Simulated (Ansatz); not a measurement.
Compare A (`O[SiH2]OC[SiH3]`) with its isomer B (`OC([SiH3])O[SiH3]`).

Program: Ansatz. Geometries: PBE0-D4/def2-TZVP. ΔE: electronic, gas phase. CBS: MP2 limit from def2 TZ/QZ plus the TZ coupled-cluster correction, frozen cores. Functionals use def2-TZVPP. B3LYP here is the variant with VWN-RPA as its local correlation; programs differ in this. Each species was taken in one conformer, which may not be the lowest.

**Question.** Which is lower in electronic energy at CCSD(T)/CBS, and by how much? (An estimate is asked.)

**Answer.** Ansatz gave: A, by 39.4 kcal/mol.

**Question.** Give E(B) − E(A) in kcal/mol with B3LYP, B2PLYP, MP2/def2-TZVPP, PBE-D4, PBE0-D4, r2SCAN-D4, CCSD/def2-TZVPP. (An estimate is asked.)

**Answer.** Computed: B3LYP 38.4, B2PLYP 39.1, MP2/def2-TZVPP 40.2, PBE-D4 35.5, PBE0-D4 37.2, r2SCAN-D4 38.1, CCSD/def2-TZVPP 39.0. None reverses the order clearly.

Largest T1 diagnostic: 0.013.

From PBE to PBE0 (25 % exact exchange), in def2-TZVPP and without D4, E(B) − E(A) moves by +1.6 kcal/mol.
